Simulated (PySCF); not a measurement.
C3H10BNO, SMILES C(NB(O)C)C. Geometry optimised at PBE-D3(BJ)/def2-SVP. One conformer was computed; it need not be the lowest.

Problem. Give the equilibrium geometry at PBE-D3(BJ)/def2-SVP (PySCF confirms it by a frequency run) as a Z-matrix. (Estimate from the structure and the level; the computed values follow.)

Solution. This is not unique; one that fits is 
```
N
H 1 1.0210
B 1 1.4177 2 118.56
O 3 1.3899 1 116.83 2 178.68
H 4 0.9705 3 111.30 1 179.45
C 1 1.4523 2 114.72 3 177.18
H 6 1.1081 1 107.35 2 175.11
H 6 1.1153 7 106.37 1 118.13
C 6 1.5308 7 109.98 8 118.23
H 9 1.1089 6 110.82 7 59.95
H 9 1.1095 10 108.29 6 122.20
H 9 1.1109 10 107.63 11 115.87
C 3 1.5912 4 121.91 5 -0.35
H 13 1.1088 3 113.57 4 179.62
H 13 1.1118 14 107.15 3 123.17
H 13 1.1118 14 107.16 15 113.73
```
